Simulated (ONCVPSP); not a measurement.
# Which change was made? (B, ONCV)

- Element: B (Z = 5)
- Generator: ONCVPSP 4.0.1
- Type: optimised norm-conserving Vanderbilt (ONCV)
- Functional: PBE
- Relativity: scalar-relativistic
- Frozen core: [He]
- Valence charge: 3
- Reference configuration: 2s2 2p1
- Partial waves: 2s: rc 1.70 bohr, ncon 4, nbas 8, qcut 3 1/bohr, local; 2p: rc 2.10 bohr, ncon 4, nbas 8, qcut 5.4 1/bohr, 2 projectors, debl 1.7 Ha
- Local potential: the s channel
- Core correction: polynomial model core, fcfact 0.35

Cutoffs, loose and tight: the cutoffs (Ha) at which the residual kinetic energy of the hardest occupied pseudo-wave falls to 1 and 0.1 mHa per electron. They do not see the model core or the augmentation charge, which bear on the density cutoff. Test errors are all-electron minus pseudo excitation energies from the reference, over the configurations 2s2 2p0; 2s1 2p0; 2s2 2p0.5; 2s1 2p1; variants that change the core or the reference have their own tests.

The base gives: outcome: generated; cutoff, loose: 26 Ha; cutoff, tight: 57 Ha; bound ghosts: none; GHOST(+) flags above zero: none; largest test error (meV): +117.

Task: After one change the result is: outcome: generated; cutoff, loose: 50 Ha; cutoff, tight: 101 Ha; bound ghosts: none; GHOST(+) flags above zero: none; largest test error (meV): +107. Which change was it?
A. s: rc 1.28
B. s: rc 1.76
C. s: rc 1.92
D. s: rc 2.48

Result: A. The others give: s: rc 2.48 → outcome: failed: test_data: rc < rc(lloc) for l = 1. Not allowed. | s: rc 1.76 → outcome: generated; cutoff, loose: 17 Ha; cutoff, tight: 52 Ha; bound ghosts: none; GHOST(+) flags above zero: none; largest test error (meV): +119 | s: rc 1.92 → outcome: generated; cutoff, loose: 10 Ha; cutoff, tight: 42 Ha; bound ghosts: none; GHOST(+) flags above zero: p; largest test error (meV): +124.
